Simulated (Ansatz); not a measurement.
Start from `CO[SiH](O)[GeH2][OH]` and change one atom or group to get `CO[SiH](O)O`.

Ansatz, PBE0-D4/def2-TZVP geometries, multiplicity 1. Each molecule was computed in one conformer, which needn't be the lowest.

Scalar relativity is left out up to krypton.

```csv
property,`CO[SiH](O)[GeH2][OH]`
size of the dipole moment (B3LYP/def2-TZVPP) / D,1.14
size of the dipole moment (ωB97M-V/def2-TZVPP) / D,1.17
HOMO–LUMO gap (ωB97M-V/def2-TZVPP) / eV,11.28
HOMO energy (ωB97M-V/def2-TZVPP) / eV,-10.00
HOMO–LUMO gap (PBE/def2-TZVPP) / eV,5.38
HOMO energy (PBE/def2-TZVPP) / eV,-6.68
```

Question: Give the same properties after the change, and the shifts. (Estimate.)

Answer: The calculation gave: 
| property | `CO[SiH](O)O` | shift |
| --- | --- | --- |
| size of the dipole moment (B3LYP/def2-TZVPP) / D | 1.73 | 0.59 |
| size of the dipole moment (ωB97M-V/def2-TZVPP) / D | 1.75 | 0.58 |
| HOMO–LUMO gap (ωB97M-V/def2-TZVPP) / eV | 13.24 | 1.96 |
| HOMO energy (ωB97M-V/def2-TZVPP) / eV | -10.87 | -0.87 |
| HOMO–LUMO gap (PBE/def2-TZVPP) / eV | 6.83 | 1.45 |
| HOMO energy (PBE/def2-TZVPP) / eV | -6.81 | -0.13 |

With PBE0 the HOMO falls by 0.52 eV and the LUMO rises by 1.37 eV, so the gap widens by about 1.89 eV. PBE moves the HOMO by -0.13 eV and ωB97M-V by -0.87 eV. Dipoles are sizes alone; their direction can turn.

B3LYP here is the variant with VWN-RPA as its local correlation; programs differ in this.
